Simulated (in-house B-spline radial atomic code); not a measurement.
A calculation on As: its settings, and results tabulated from the run. Level of theory: non-relativistic Hartree-Fock, average of configuration, point nucleus, inside a hard spherical wall at 5.86 bohr; calculated with a radial B-spline atomic code at the basis-set limit.

Command:
```bash
python run_scf.py task.json out
```
Settings:
```
Z                33
configuration    [Ar] 3d10 4s2 4p3
hamiltonian      nr
method           hf
spin_polarised   False
wall_radius      5.86
```

Output (hartree, bohr):
```
 radial grid: 44 intervals, B-splines of order 8, outer radius 5.86 bohr

 iter        energy (Eh)    residual
    1      -2233.4979957    4.70e-01
    2      -2234.0005073    8.28e-02
    3      -2234.1406913    1.70e-02
    4      -2234.1434251    6.89e-03
    5      -2234.1436302    9.93e-04
    6      -2234.1436463    4.56e-04
    7      -2234.1436506    6.49e-05
    8      -2234.1436507    9.51e-06
    9      -2234.1436507    2.79e-07

 total energy                    -2234.143651
 kinetic                           2234.36673
 electron-nucleus                 -5349.95956
 electron-electron                  881.44918

 orbital      occ     eigenvalue          <r>       <r^2>       <1/r>       <r^4>       r_max
 1s         2.000     -432.55881    0.0463635  0.00287948      32.505 2.11277e-05     0.03063
 2s         2.000      -56.28316     0.205964   0.0499642     7.19235   0.0043168      0.1732
 2p         6.000      -50.12702     0.178758   0.0390714     7.13461  0.00306499      0.1379
 3s         2.000       -8.00330     0.605976    0.422186     2.33225    0.283602        0.53
 3p         6.000       -5.85444     0.620414    0.451124     2.20669    0.347656       0.526
 3d        10.000       -2.08637     0.667685    0.557179      1.9174    0.697888      0.4803
 4s         2.000       -0.66829      2.01896     4.66277    0.638255     34.5912       1.678
 4p         3.000       -0.30495      2.42205     6.67243    0.520815     67.9206       2.012

 Slater integrals (Eh)
   F0(4s,4s)                     0.447008
   F0(4s,4p)                     0.403231
   G1(4s,4p)                     0.266412
   F0(4p,4p)                     0.371694
   F2(4p,4p)                     0.195802
```

Run time, properties included: 0.06 s on 1 thread of Arm Neoverse V2, with other jobs on the host.
